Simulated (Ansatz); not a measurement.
HIPb (SMILES [I][PbH]) moved off its minimum; all values from Ansatz (a program for electronic structure), cores frozen in correlated methods. Elements past Kr take the def2 small-core potentials, without spin–orbit coupling.
(charge 0, multiplicity 1)
```xyz
3

Pb    -0.6174    -0.4636     0.7190
H     -1.8057    -1.0513    -0.5976
I      0.9480     0.8001    -1.1124
```

Task: Give the forces (eV/Å), the total energy and the dipole at CCSD(T)/def2-TZVPPD.

Result: 
```
atom      Fx      Fy      Fz
----  ------  ------  ------
Pb1   -0.671  -0.529   0.690
H2    -0.012  -0.016   0.056
I3     0.683   0.544  -0.746
```
Energy -489.3692 hartree, dipole 2.91 D.
